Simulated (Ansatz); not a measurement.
Born–Oppenheimer molecular dynamics of Cl$_{2}$F$_{2}$H$_{3}$SiTi (9 atoms, charge 0, multiplicity 2). It starts at the highest image of a converged band. Of that band: The profile has 2 maxima (images 1, 4) with wells between them (image 2): this band takes more than one step, which may be the mechanism or a detour left from its start path. A vibrational analysis at the climbing image gives no mode beyond 40i cm⁻¹: the surface is too flat there to confirm a saddle point.

Method: UKS PBE/def2-SVP (Ansatz 0.2.0).

* ensemble: NVE (velocity Verlet)
* time step: 0.5 fs
* steps asked: 200
* starting velocities drawn for: 300 K
* seed: 11941

First frame:

```xyz
9
Properties=species:S:1:pos:R:3
Ti -0.042 -0.079 -0.240
Cl 0.033 0.136 2.817
F 1.706 -0.093 -0.424
F -0.916 1.428 -0.467
Cl -1.141 -1.980 -0.517
Si 0.028 0.051 4.930
H -0.726 -1.177 5.341
H 1.451 -0.014 5.395
H -0.645 1.288 5.441
```

How far do the bonds stretch over the last three quarters of this one trajectory? (Pairs bonded in most of those frames.)


```tsv
bond	mean (Å)	spread (Å)	shortest	longest
Ti1–F3	1.756	0.017	1.73	1.78
Ti1–F4	1.758	0.014	1.74	1.78
Ti1–Cl5	2.203	0.035	2.15	2.25
Cl2–Si6	2.122	0.065	2.02	2.20
Si6–H7	1.500	0.014	1.48	1.52
Si6–H8	1.501	0.025	1.46	1.54
Si6–H9	1.502	0.011	1.48	1.52
```

Pairs bonded in part of these frames only: Ti1–Cl2 59 %.

Mean temperature of the second half: 157 K. The conserved energy stayed within 0.035 meV per atom of its start (net change 0.021 meV per atom), so the integration is sound. A run of 0.1 ps of so small a system gives no equilibrium averages.

Time of the run: 11 min on 4 threads of Arm Neoverse V1 (shared host), peak memory 0.34 GiB.
